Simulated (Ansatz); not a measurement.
`C[Si](O)(O)Cl` + HBr → `C[Si](O)(Cl)Br` + H₂O at 600 K and 1 bar (ligand exchange at the Si–O bond).

Calculated with Ansatz (gas phase, PBE0-D4/def2-TZVP geometries, no zero-point term in ΔE). CBS: MP2 limit from def2 TZ/QZ plus the TZ coupled-cluster correction, frozen cores. This one scheme is used for every species. For Br outer-core shells are correlated without core-valence functions, which leaves a few kJ/mol of doubt a bond. Scalar relativity is left out up to krypton. Each species was taken in one conformer, which may not be the lowest.

```csv
species,CCSD(T)/CBS energy (Eh),H − E (kJ/mol),S (J/(mol·K))
`C[Si](O)(O)Cl`,-940.45361,242.5,452.3
HBr,-2573.91920,33.5,219.1
`C[Si](O)(Cl)Br`,-3437.98992,205.7,459.3
H₂O,-76.37941,76.8,212.8
```

H − E and S are ideal-gas, rigid-rotor, harmonic terms from PBE0-D4/def2-TZVP, for one conformer and one mirror image of each species. 1 Eh = 2625.50 kJ/mol, R = 8.31446 J/(mol·K).

Task: By hand: ΔE, ΔH, ΔS and ΔG.

Result: ΔE = (-3437.98992) + (-76.37941) − (-940.45361) − (-2573.91920) = 0.00348 Eh = 9.1 kJ/mol. Δ(H − E) = 205.7 + 76.8 − 242.5 − 33.5 = 6.5, so ΔH = 15.6 kJ/mol. ΔS = 459.3 + 212.8 − 452.3 − 219.1 = 0.7 J/(mol·K). ΔG = 15.6 − 600 × (0.7)/1000 = 15.2 kJ/mol.

Task: By hand: the equilibrium constant, and the temperature at which ΔG would vanish if ΔH and ΔS stayed fixed.

Result: log₁₀ K = −ΔG/(RT ln 10) = -1.3. ΔG = 0 at ΔH/ΔS = 22286 K, far beyond where these terms or the molecules hold.

The number of gas molecules stays the same, so ΔS is small and ΔH decides. A doubt of 5 kJ/mol in ΔE shifts log₁₀ K by 0.4 here. Other conformers and mirror images would add mixing entropy, several J/(mol·K) or more a flexible species. These are equilibria of isolated gas molecules and say nothing of rates. Largest T1 diagnostic: 0.010 (customary marks: 0.02 for closed shells, 0.045 for open ones).
